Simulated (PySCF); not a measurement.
A GIAO shielding run with PySCF 2.14.0 with density-fitted response routines (density fitting, non-relativistic, gas phase) on `CO[C@@H]1O[C@@H](C)[Si@@H]1SC`, C₅H₁₂O₂SSi:

```
$ OMP_NUM_THREADS=1 python probes_run.py task.json out

{"job": {"kind": "nmr", "xc": "PBE0", "basis": "pcSseg-1"}, "charge": 0, "multiplicity": 1}
C     -0.958588    -2.356828    -1.222045
O     -0.014843    -1.613311    -0.478666
C     -0.567048    -0.949832     0.626888
O     -1.475524     0.071126     0.256398
C     -0.671041     1.269636     0.300349
C     -1.433244     2.418852     0.936407
Si     0.684586     0.342362     1.323321
S      2.752530     0.319468     0.818900
C      2.734252    -0.040199    -0.974210
H     -1.747929    -1.704823    -1.606584
H     -0.415679    -2.813566    -2.047400
H     -1.410267    -3.134335    -0.595501
H     -1.091597    -1.669440     1.272156
H     -0.384288     1.543877    -0.724715
H     -1.763716     2.142392     1.934391
H     -0.793542     3.295032     1.002709
H     -2.309683     2.661996     0.339365
H      0.619608     0.560144     2.759693
H      2.483843     0.865021    -1.517728
H      2.016256    -0.827415    -1.172271
H      3.736994    -0.363215    -1.231929
```

Hardware: 1 thread of an AMD EPYC 9R45 96-Core, shared host. The job also computes population analyses, field gradients, ring-centre shieldings.

(1) How large is the calculation?

(2) How long does it take, and how much memory does it need?

## Answers

(1) 88 electrons, 227 basis functions and 1223 auxiliary functions.

(2) 24 s of wall time, with 14 SCF cycles and 5 response iterations; peak memory 1 GiB. Times on a shared host scatter by some tens of per cent.
